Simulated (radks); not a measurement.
Values are calculated unless marked as measured or tabulated.
All-electron atom: Tb VIII in [Kr] 4d10 4f7 5s2 5p3.

Code: a radial shooting solver on a logarithmic mesh with Libxc functionals. Model: Dirac Kohn-Sham, LDA (Slater exchange, Perdew-Zunger correlation), spin-unpolarised, spherical densities, point nucleus; open shells fill j = l - 1/2 first.

Energy parts (eV):
total: -318323.25
kinetic: 348164.65
electron-nucleus: -777774.13
Hartree: 117970.41
exchange-correlation: -6684.18

Orbitals (lengths in bohr, moments of r in powers of bohr; <r^-3> diverges for s and p1/2; r(max) is where P^2 peaks; r(90%) holds 90 % of the orbital's charge):
orbital  occ.  eigenvalue (eV)  r(90%)  <r^-3>   r(max)
1s1/2       2        -51865.24  0.0389       -  0.01365
2s1/2       2        -8684.024   0.142       -  0.07772
2p1/2       2        -8260.486   0.125       -  0.05860
2p3/2       4        -7514.744   0.135   10440  0.06453
3s1/2       2        -2009.655   0.351       -   0.2202
3p1/2       2        -1825.160   0.344       -   0.2074
3p3/2       4        -1671.282   0.362    2227   0.2199
3d3/2       4        -1352.395   0.334   375.8   0.1743
3d5/2       6        -1318.796   0.340   332.7   0.1778
4s1/2       2        -482.7199   0.776       -   0.5047
4p1/2       2        -410.3354   0.802       -   0.5081
4p3/2       4        -375.5833   0.844   503.8   0.5347
4d3/2       4        -255.9612   0.917   72.80   0.5402
4d5/2       6        -249.6145   0.932   63.55   0.5487
4f5/2       6        -106.2531    1.22   10.14   0.5377
4f7/2       1        -105.2934    1.24   9.811   0.5423
5s1/2       2        -141.0788    1.73       -    1.135
5p1/2       2        -118.6498    1.88       -    1.211
5p3/2       1        -112.3353    1.96   92.29    1.272
5d3/2       0         -79.1227    2.36   10.78    1.494
5d5/2       0         -78.1857    2.39   9.505    1.515
5f5/2       0         -46.1225    3.41   1.426    2.158
5f7/2       0         -45.9865    3.43   1.402    2.167
6s1/2       0         -63.7478    3.31       -    2.328
6p1/2       0         -55.6037    3.60       -    2.528
6p3/2       0         -53.5812    3.72   30.00    2.626

The highest occupied level is 4f7/2 at -105.29 eV. Summed over all electrons, <r^2> = 22.56 bohr^2, which gives a Langevin (diamagnetic) susceptibility term of -17.9 x 10^-6 cm^3/mol.
